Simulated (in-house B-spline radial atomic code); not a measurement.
Cs. Computed with a B-spline radial atomic code. Model: non-relativistic spherical atom: semilocal Troullier-Martins pseudo-atom, one channel per l, against all electrons, high spin, G0W0 and RPA with empty states to l = 8, local potential for every l without a channel, a model core (radius 0 = none) keeps its share of the functional.

Without relativity these are model numbers for so heavy an element.

What the tables leave out is listed at the end.

The pseudopotential gives back the lowest level of each angular momentum of its own functional in the configuration it was made in; a second state of the same l is only approximately right. Exact exchange, RPA and GW see the smooth pseudo-orbitals and miss the exchange with the core, for which the functional's share stands in. The column with an uncorrelated core keeps all orbitals and exact exchange, and so separates missing core correlation from pseudisation. Only the three outermost levels and the lowest empty one were computed. RPA here is direct RPA, with no exchange kernel, and its energies carry an (l + 1/2)⁻⁴ tail. A hybrid on a potential with a model core restores only its own semilocal share of the core's exchange.

Command:
```bash
python run_psgw.py task.json out
```
Settings (lengths in bohr, energies in hartree):
```
Z                      55
electrons              55
configuration          [Xe] 6s1
generated_in           [Xe] 6s1
functional             pbe,pbe
core_shells            9
radius_factor          0.9
core_correction        False
ion_configuration      [Kr] 4d10 5s2 5p6
```

Time taken, with all properties: 34 s on 1 thread of Intel(R) Xeon(R) 6975P-C (Granite Rapids) (shared host).

Given: made with PBE; model core radius 0 bohr; local radius 1.643 bohr; mean-field start PBE0.

Valence shells of the generating configuration: 5s, 5p, 6s.

Channel: s 1.448, p 1.628, d 2.749 (radii in bohr).

Computed: largest level miss in the spin-unpolarised generating configuration 0.025 eV; valence RPA correlation energy all-electron orbitals -0.3532 hartree; all-electron RPA polarisability, core included 213.45 bohr³; pseudo-atom RPA polarisability 207.21 bohr³; ionisation by mean-field all-electron 3.751 eV; ionisation by mean-field pseudo minus all 0.048 eV; ionisation by RPA all-electron 4.0454 eV.

```json
{"level": "6s up", "occupied": "1", "mean-field all-electron (eV)": "-2.5736", "mean-field pseudo minus all (eV)": "-0.032", "G0W0 all-electron (eV)": "-3.9872", "G0W0 uncorrelated core minus all (eV)": "0.036", "G0W0 pseudo minus all (eV)": "-0.037", "exchange self-energy all-electron (eV)": "-4.9611", "exchange self-energy pseudo (eV)": "-4.7038"}
{"level": "6s down (empty)", "occupied": "0", "mean-field all-electron (eV)": "-1.0097", "mean-field pseudo minus all (eV)": "-0.026", "G0W0 all-electron (eV)": "-0.45413", "G0W0 uncorrelated core minus all (eV)": "0.036", "G0W0 pseudo minus all (eV)": "-0.007", "exchange self-energy all-electron (eV)": "-0.84512", "exchange self-energy pseudo (eV)": "-0.51861"}
```

Task: What is the valence RPA correlation energy pseudo?

Result: -0.38345 hartree.

Task: What is the ionisation by RPA pseudo minus all?

Result: 0.045 eV.

Given: mean-field start Hartree-Fock.

Computed: valence RPA correlation energy all-electron orbitals -0.28449 hartree; all-electron RPA polarisability, core included 164.13 bohr³; pseudo-atom RPA polarisability 158.97 bohr³; ionisation by mean-field all-electron 3.3591 eV; ionisation by mean-field pseudo minus all 0.045 eV; ionisation by RPA pseudo minus all 0.043 eV.

| level | occupied | mean-field all-electron (eV) | mean-field pseudo minus all (eV) | G0W0 all-electron (eV) | G0W0 uncorrelated core minus all (eV) | G0W0 pseudo minus all (eV) | exchange self-energy all-electron (eV) | exchange self-energy pseudo (eV) |
| --- | --- | --- | --- | --- | --- | --- | --- | --- |
| 6s up | 1 | -3.3719 | -0.047 | -3.9125 | 0.03 | -0.034 | -4.5068 | -4.3393 |
| 5p down | 1 | -18.576 | 0.096 | -18.936 | 0.297 | 0.31 | -20.638 | -17.178 |
| 5p up | 1 | -18.613 | 0.091 | -18.968 | 0.291 | 0.3 | -20.597 | -17.166 |

Task: What is the valence RPA correlation energy pseudo?

Result: -0.31087 hartree.

Task: What is the ionisation by RPA all-electron?

Result: 3.8265 eV.

Among the listed levels the largest G0W0 shift of the pseudo-atom is +0.31 eV, for 5p down on the Hartree-Fock start, while leaving the core uncorrelated moves that level by +0.30 eV. The rest, +0.01 eV, comes from pseudisation and the lost core exchange. Not in the tables (levels of low weight, unsolved or above zero; the highest and the empty levels are kept at any weight): on PBE, a start not tabulated, the G0W0 levels 6s up (pseudo minus all -0.04 eV, weights 0.59 and 0.58), 5p down (pseudo minus all +0.01 eV, weights 0.12 and 0.10), 5p up (pseudo minus all +0.04 eV, weights 0.14 and 0.16), 6s down (pseudo minus all -0.01 eV, weights 0.68 and 0.68); on PBE0 the G0W0 levels 5p down (pseudo minus all +0.11 eV, weights 0.41 and 0.37), 5p up (pseudo minus all +0.10 eV, weights 0.41 and 0.37).
